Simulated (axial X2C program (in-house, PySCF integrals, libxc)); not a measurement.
Outer orbitals of InF⁺ at 1.922 Å, M06

Computed with an in-house all-electron X2C program for linear molecules (integrals from PySCF). Spin-free means the one-electron spin-free X2C Hamiltonian; two-component (2c) means X2C with spin–orbit coupling and atomic mean-field two-electron Coulomb and Gaunt terms, so the difference of the two also holds small scalar two-electron terms. Basis: In dyall-cv3z [11s12p9d4f1g], F dyall-av3z [7s6p3d2f] (cores contracted in-house); Gaussian nuclei, density fitting, unrestricted open shells. Masses: In 114.904 u, F 18.998 u.

The distance is close to the 2c PBE0 minimum; the highest filled and lowest empty levels are listed.

Spin-free orbitals, state M_S = 1/2, Λ = 0 (beyond evenly filled blocks: σα) (Löwdin shares):

```
symmetry  occupied  ε (eV)             atomic character
     δ-α       yes  -29.92                    100% In d
     δ+α       yes  -29.92                    100% In d
     δ-β       yes  -29.85                    100% In d
     δ+β       yes  -29.85                    100% In d
     π+α       yes  -29.84                     99% In d
     π-α       yes  -29.84                     99% In d
     π+β       yes  -29.75                     99% In d
     π-β       yes  -29.75                     99% In d
      σα       yes  -29.73     94% In d, 3% F s, 2% F p
      σβ       yes  -29.54             94% In d, 3% F s
      σα       yes  -19.67    76% F p, 18% In s, 2% F s
      σβ       yes  -18.20    68% F p, 27% In s, 3% F s
     π-α       yes  -17.67    94% F p, 2% In p, 2% In d
     π+α       yes  -17.67    94% F p, 2% In p, 2% In d
     π-β       yes  -17.26    94% F p, 2% In p, 2% In d
     π+β       yes  -17.26    94% F p, 2% In p, 2% In d
      σα       yes  -15.46  58% In s, 20% F p, 16% In p
      σβ        no  -12.60  50% In s, 27% F p, 17% In p
     π-α        no   -8.29    88% In p, 6% F p, 3% In d
     π+α        no   -8.29    88% In p, 6% F p, 3% In d
     π+β        no   -7.71     89% In p, 7% F p, 2% F d
     π-β        no   -7.71     89% In p, 7% F p, 2% F d
```

Spinors with spin–orbit coupling (state Ω = 1/2):

```json
{"ω": "-3/2", "occupied": "yes", "ε (eV)": "-30.40", "atomic character": "100% In d", "λ mixture": "86% δ, 14% π"}
{"ω": "3/2", "occupied": "yes", "ε (eV)": "-30.36", "atomic character": "100% In d", "λ mixture": "80% δ, 20% π"}
{"ω": "-1/2", "occupied": "yes", "ε (eV)": "-30.25", "atomic character": "98% In d", "λ mixture": "75% π, 25% σ"}
{"ω": "1/2", "occupied": "yes", "ε (eV)": "-30.24", "atomic character": "97% In d", "λ mixture": "61% π, 39% σ"}
{"ω": "5/2", "occupied": "yes", "ε (eV)": "-29.60", "atomic character": "100% In d", "λ mixture": "100% δ"}
{"ω": "-5/2", "occupied": "yes", "ε (eV)": "-29.53", "atomic character": "100% In d", "λ mixture": "100% δ"}
{"ω": "3/2", "occupied": "yes", "ε (eV)": "-29.52", "atomic character": "99% In d", "λ mixture": "80% π, 20% δ"}
{"ω": "-3/2", "occupied": "yes", "ε (eV)": "-29.45", "atomic character": "99% In d", "λ mixture": "86% π, 14% δ"}
{"ω": "1/2", "occupied": "yes", "ε (eV)": "-29.42", "atomic character": "96% In d", "λ mixture": "61% σ, 39% π"}
{"ω": "-1/2", "occupied": "yes", "ε (eV)": "-29.32", "atomic character": "95% In d, 2% F s", "λ mixture": "75% σ, 25% π"}
{"ω": "1/2", "occupied": "yes", "ε (eV)": "-19.67", "atomic character": "76% F p, 18% In s, 2% F s", "λ mixture": "100% σ"}
{"ω": "-1/2", "occupied": "yes", "ε (eV)": "-18.20", "atomic character": "68% F p, 27% In s, 3% F s", "λ mixture": "100% σ"}
{"ω": "-1/2", "occupied": "yes", "ε (eV)": "-17.69", "atomic character": "94% F p, 2% In p, 2% In d", "λ mixture": "100% π"}
{"ω": "3/2", "occupied": "yes", "ε (eV)": "-17.65", "atomic character": "94% F p, 2% In p, 2% In d", "λ mixture": "100% π"}
{"ω": "1/2", "occupied": "yes", "ε (eV)": "-17.27", "atomic character": "94% F p, 3% In p, 2% In d", "λ mixture": "100% π"}
{"ω": "-3/2", "occupied": "yes", "ε (eV)": "-17.23", "atomic character": "94% F p, 2% In p, 2% In d", "λ mixture": "100% π"}
{"ω": "1/2", "occupied": "yes", "ε (eV)": "-15.45", "atomic character": "58% In s, 20% F p, 16% In p", "λ mixture": "100% σ"}
{"ω": "-1/2", "occupied": "no", "ε (eV)": "-12.60", "atomic character": "50% In s, 27% F p, 17% In p", "λ mixture": "100% σ"}
{"ω": "-1/2", "occupied": "no", "ε (eV)": "-8.41", "atomic character": "88% In p, 6% F p, 3% In d", "λ mixture": "100% π"}
{"ω": "3/2", "occupied": "no", "ε (eV)": "-8.16", "atomic character": "88% In p, 6% F p, 3% In d", "λ mixture": "100% π"}
{"ω": "1/2", "occupied": "no", "ε (eV)": "-7.84", "atomic character": "88% In p, 7% F p, 2% F d", "λ mixture": "99% π, 1% σ"}
```

Mulliken charges and populations of the two-component result (they depend on the basis, above all on diffuse functions):

In 1.40 e (s 9.31 p 18.24 d 20.02 f 0.02), F -0.40 e (s 4.01 p 5.38 d 0.01). ⟨Lz⟩ = 0.00 ħ and ⟨Sz⟩ = 0.50 ħ (0.35 and 0.15 on the two atoms), which add up to Ω.

The state is one determinant whose occupation by symmetry is held fixed; it was picked as the lowest of a PBE0 search that is not exhaustive. Density functionals use the spin component along the axis (collinear).
